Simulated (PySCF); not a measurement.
Job file and geometry (Å, from GFN2-xTB) of an NMR shielding run on SMILES C=C(C)[SiH2][N]([AlH2])[SiH3], C$_{3}$H$_{12}$AlNSi$_{2}$, GIAO PBE0/pcSseg-1 NMR shielding, non-relativistic, gas phase (PySCF); density fitting, a coarse starting grid and PySCF grid level 2 are the driver's defaults:

```
$ OMP_NUM_THREADS=1 python probes_run.py task.json out

{"job": {"kind": "nmr", "xc": "PBE0", "basis": "pcSseg-1"}, "charge": 0, "multiplicity": 1}
C     -1.333148     0.692110    -1.553733
C     -1.368683    -0.209952    -0.561566
C     -2.413089    -0.165054     0.492304
Si     0.134972    -1.343608    -0.290400
N      1.270125    -0.093055     0.078305
Al     0.469765     1.557002    -0.172413
Si     2.895876    -0.484470     0.569266
H     -2.134137     1.404585    -1.715601
H     -0.622512     0.591974    -2.366935
H     -1.942260     0.195849     1.411834
H     -3.235665     0.501846     0.235691
H     -2.798577    -1.163540     0.690156
H     -0.121340    -2.264715     0.821175
H      0.429574    -2.101250    -1.513767
H     -0.238982     2.184408     1.059115
H      1.032423     2.485122    -1.276514
H      2.839283    -1.364771     1.741929
H      3.555700     0.785550     0.878160
H      3.570870    -1.198780    -0.519304
```

**Question.** What does the program print?

**Answer.** 
```
coarse grid: 16632 points
cycle   1  E = -996.9966321001  dE =  4.759e-01  |g| = 5.956e-01  |ddm| = 3.936e+00
cycle   2  E = -996.8669918044  dE =  1.296e-01  |g| = 9.430e-01  |ddm| = 1.595e+00
cycle   3  E = -997.0741015335  dE = -2.071e-01  |g| = 1.151e-01  |ddm| = 1.183e+00
cycle   4  E = -997.0769991881  dE = -2.898e-03  |g| = 3.559e-02  |ddm| = 1.399e-01
cycle   5  E = -997.0773207859  dE = -3.216e-04  |g| = 7.191e-03  |ddm| = 3.888e-02
cycle   6  E = -997.0773336149  dE = -1.283e-05  |g| = 1.937e-03  |ddm| = 9.728e-03
cycle   7  E = -997.0773344730  dE = -8.581e-07  |g| = 6.877e-04  |ddm| = 2.445e-03
final grid: 144824 points
cycle   8  E = -997.1146701570  dE = -2.548e-05  |g| = 7.686e-03  |ddm| = 2.531e-02
cycle   9  E = -997.1146577119  dE =  1.245e-05  |g| = 1.052e-02  |ddm| = 1.683e-02
cycle  10  E = -997.1146845431  dE = -2.683e-05  |g| = 1.549e-03  |ddm| = 1.044e-02
cycle  11  E = -997.1146850936  dE = -5.505e-07  |g| = 2.213e-04  |ddm| = 1.495e-03
cycle  12  E = -997.1146851046  dE = -1.102e-08  |g| = 5.328e-05  |ddm| = 2.533e-04
cycle  13  E = -997.1146851052  dE = -6.128e-10  |g| = 2.138e-05  |ddm| = 7.690e-05
converged SCF energy = -997.1146851052

GIAO shielding tensors (ppm)
atom      isotropic    diamagn.    paramagn.     s11        s22        s33       span
  0 C       60.070     257.727    -197.657    -43.392     74.987    148.615    192.007
  1 C       -3.186     269.193    -272.379   -130.485    -59.533    180.458    310.943
  2 C      155.977     247.904     -91.927    142.838    145.484    179.610     36.773
  3 Si     385.893     883.552    -497.660    337.472    395.506    424.701     87.229
  4 N      265.005     331.543     -66.538    238.284    266.640    290.090     51.806
  5 Al     407.200     797.734    -390.534    361.424    393.341    466.836    105.412
  6 Si     404.302     879.403    -475.101    359.357    379.905    473.645    114.288
  7 H       25.731      31.835      -6.104     22.951     25.042     29.201      6.250
  8 H       25.131      32.700      -7.569     21.959     24.409     29.023      7.064
  9 H       28.493      30.705      -2.212     24.815     28.082     32.580      7.765
 10 H       29.421      29.752      -0.331     25.804     27.917     34.542      8.739
 11 H       29.157      29.196      -0.040     25.109     28.043     34.317      9.207
 12 H       26.613      31.429      -4.816     23.686     24.912     31.241      7.555
 13 H       26.426      30.865      -4.439     23.705     23.967     31.605      7.900
 14 H       27.564      31.664      -4.100     24.658     25.951     32.083      7.425
 15 H       27.169      30.684      -3.515     24.274     24.939     32.293      8.018
 16 H       26.875      28.786      -1.911     23.164     25.154     32.307      9.143
 17 H       26.966      28.901      -1.935     23.315     25.398     32.186      8.872
 18 H       26.820      28.516      -1.696     23.180     24.892     32.388      9.208
```

Size and cost of the density-fitted run: 200 basis functions, 80 s wall time on 1 thread of an Arm Neoverse N1, shared host; peak memory 0.91 GiB.
